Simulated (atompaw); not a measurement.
**u(r) = r·R(r): atom against pseudo-atom (fluorine (F))**

Columns: radius, all-electron u(r) and pseudo u(r) of the 2s shell (level -29.94 eV) of fluorine in the configuration [He] 2s1.75 2p5.25; PBE, non-relativistic, PAW (atompaw) scheme, atompaw 4.2.0.5.

| r (bohr) | all-electron | pseudo |
| --- | --- | --- |
| 0.042 | 0.3463 | -0.0981 |
| 0.085 | 0.4507 | -0.1975 |
| 0.127 | 0.4096 | -0.2926 |
| 0.169 | 0.2905 | -0.3847 |
| 0.212 | 0.1293 | -0.4751 |
| 0.254 | -0.0413 | -0.5586 |
| 0.296 | -0.2095 | -0.6366 |
| 0.338 | -0.3664 | -0.7086 |
| 0.381 | -0.5104 | -0.7755 |
| 0.423 | -0.6327 | -0.8336 |
| 0.465 | -0.7363 | -0.8843 |
| 0.508 | -0.8233 | -0.9284 |
| 0.550 | -0.8909 | -0.9637 |
| 0.592 | -0.9427 | -0.9915 |
| 0.635 | -0.9811 | -1.0121 |
| 0.677 | -1.0060 | -1.0251 |
| 0.719 | -1.0203 | -1.0313 |
| 0.762 | -1.0252 | -1.0312 |
| 0.804 | -1.0221 | -1.0252 |
| 0.846 | -1.0126 | -1.0140 |
| 0.888 | -0.9977 | -0.9982 |
| 0.931 | -0.9779 | -0.9780 |
| 0.973 | -0.9550 | -0.9551 |
| 1.015 | -0.9294 | -0.9294 |
| 1.058 | -0.9011 | -0.9011 |
| 1.100 | -0.8718 | -0.8718 |

(1) How many radial nodes do the two functions have?

(2) Is the pseudo-wave norm-conserving?

Results:

(1) The all-electron 2s function has n − l − 1 = 1; the pseudo-wave has 0, since the states of the same l below it are removed with the core.

(2) No, it belongs to a PAW set: the norm inside the radius is not constrained, and the difference is carried by the augmentation charge.
